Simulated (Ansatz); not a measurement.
FH4SbSi (`F[SiH2][SbH2]`). Total charge 0; spin multiplicity 1. Sb: def2 effective core potential.

```
atom   x (Å)   y (Å)   z (Å)
  F1  -0.948   1.990   0.291
 Si2  -0.797   0.391   0.255
 Sb3   1.248  -0.210  -1.182
  H4  -0.696  -0.076   1.660
  H5  -2.026  -0.166  -0.368
  H6   2.279  -0.073   0.173
  H7   0.938  -1.855  -0.828
```

Q: List the harmonic frequencies (cm⁻¹, unscaled) at PBE0-D4/def2-TZVP in Ansatz. (Estimate.)

A: Ansatz gave: 91, 147, 309, 397, 511, 601, 730, 827, 849, 877, 946, 1956, 1968, 2221, 2237.

Q: Is this a minimum?

A: Yes, all 15 modes are real.

Q: Give the ideal-gas thermochemistry at 298.15 K and 1 bar (rigid rotor, harmonic oscillator; point group C1, symmetry number 1).

A: Zero-point energy 87.7 kJ/mol; H(298) − E = 105.1 kJ/mol; entropy 328.6 J/(mol·K), of which translation 173.1, rotation 110.8, vibration 44.7; G(298) − E = 7.1 kJ/mol. Modes under 100 cm⁻¹ are hindered rotations or soft bends, so the harmonic entropy is rough.

Q: And at 400, 500, 600, 800 and 1000 K?

A: 
```
T (K)  H − E (kJ/mol)  S (J/mol/K)  G − E (kJ/mol)
  400           114.4        355.3           -27.7
  500           124.7        378.2           -64.4
  600           135.8        398.5          -103.3
  800           160.1        433.4          -186.6
 1000           186.4        462.7          -276.3
```
